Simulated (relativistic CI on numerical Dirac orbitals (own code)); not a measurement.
**Cr⁴⁺: 3p photoemission**

Computed with this model: Dirac-Coulomb-Breit CI, separate exchange-only KLI orbitals for each configuration, model QED, multiplet model of photoemission in the sudden approximation, unscaled Slater integrals; configurations [Ar] 3d2 → [Ne] 3s2 3p5 3d2; 300 K; Lorentzian 0.56 eV and Gaussian 0.6 eV FWHM. Energies are those of the free ion, without screening or charge transfer. The energies are binding energies and can lie tens of eV above those of solids. S is read from ⟨S²⟩ = S(S + 1).

Field parameters in Wybourne normalisation: D3d B²₀ = −7Dσ, B⁴₀ = −14Dq − 21Dτ, B⁴₃ = −14√(10/7) Dq. The field is a parameter set, without covalency.

free ion: ground-state S = 1.00, centroid 113.94 eV. Peaks (eV, height): 108.1 (42), 110.8 (100), 112.2 (73), 114.7 (39), 116.1 (14), 126.7 (18), 133.9 (19).

D3d, 10Dq = 14000, Dσ = -1200, Dτ = 40 cm⁻¹: ground-state S = 1.00, centroid 113.96 eV. Peaks (eV, height): 108.3 (65), 110.8 (100), 111.8 (73), 113.5 (41), 115.6 (31), 119.5 (7), 128.1 (17), 134.4 (13).

D3d, 10Dq = 14000, Dσ = -240, Dτ = 40 cm⁻¹: ground-state S = 1.00, centroid 113.95 eV. Peaks (eV, height): 108.3 (56), 110.7 (100), 111.8 (79), 113.4 (44), 115.6 (30), 117.3 (12), 119.5 (6), 128.0 (19), 134.3 (16).

Strongest unbroadened transitions for D3d, 10Dq = 14000, Dσ = -1200, Dτ = 40 cm⁻¹:

```csv
Energy (eV),Relative strength
108.29,100.0
108.32,94.1
108.34,82.0
108.36,62.3
110.55,75.4
110.57,66.8
110.65,90.5
110.66,62.7
110.68,72.9
111.03,50.3
111.10,96.9
111.13,71.4
111.72,40.8
111.74,56.8
112.02,59.5
112.62,35.9
115.03,49.9
115.80,40.3
```
